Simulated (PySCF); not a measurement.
C4H9NSi. Atoms are numbered in the order given.

```xyz
15

C      3.0800    -0.8486     0.1244
C      1.8767    -0.4989     0.5120
C      0.6588    -0.1445     0.8506
Si    -0.6772     0.2248    -0.4124
C     -2.1090    -0.9757    -0.2672
N     -1.2983     1.8090    -0.0553
H      3.3401    -1.9006    -0.0381
H      3.8630    -0.1001    -0.0412
H      0.4139    -0.0631     1.9217
H     -0.0331     0.0585    -1.7590
H     -2.5530    -0.9365     0.7404
H     -1.7740    -2.0076    -0.4574
H     -2.9024    -0.7438    -0.9974
H     -2.1736     2.0958    -0.4857
H     -0.6518     2.5935    -0.0425
```
Charge 0, spin multiplicity 1.

The structure is a stationary point at r2SCAN-D4/def2-SVP. The structure was generated by enumeration; whether it is a known compound was not checked. The values are those of a single conformer.

The numbers are results of HF/def2-TZVP in PySCF, not measurements.

ESP charges are fitted to the potential on shells at 1.4 to 2.0 van der Waals radii. Atomic charges (e):

| atom | ESP fit | Mulliken |
|---|---|---|
| C1 | -0.69 | -0.31 |
| C2 | 0.22 | 0.08 |
| C3 | -0.48 | -0.46 |
| Si4 | 1.05 | 0.72 |
| C5 | -0.74 | -0.50 |
| N6 | -1.11 | -0.73 |
| H7 | 0.26 | 0.15 |
| H8 | 0.26 | 0.15 |
| H9 | 0.19 | 0.14 |
| H10 | -0.24 | -0.09 |
| H11 | 0.18 | 0.12 |
| H12 | 0.15 | 0.12 |
| H13 | 0.17 | 0.11 |
| H14 | 0.39 | 0.24 |
| H15 | 0.38 | 0.25 |

Problem. Give the Mayer and Wiberg (Löwdin basis) orders of the bonds. (Estimate from the structure and the level; the computed values follow.)

Solution. 
```
bond     Mayer  Wiberg
-------  -----  ------
C1–C2     1.93    2.16
C2–C3     1.86    2.09
C3–Si4    0.95    1.03
Si4–C5    0.98    1.17
Si4–N6    1.07    1.45
C1–H7     0.95    0.88
C1–H8     0.95    0.88
C3–H9     0.93    0.82
Si4–H10   0.97    0.90
C5–H11    0.96    0.91
C5–H12    0.96    0.91
C5–H13    0.96    0.91
N6–H14    0.92    0.96
N6–H15    0.92    0.96
```
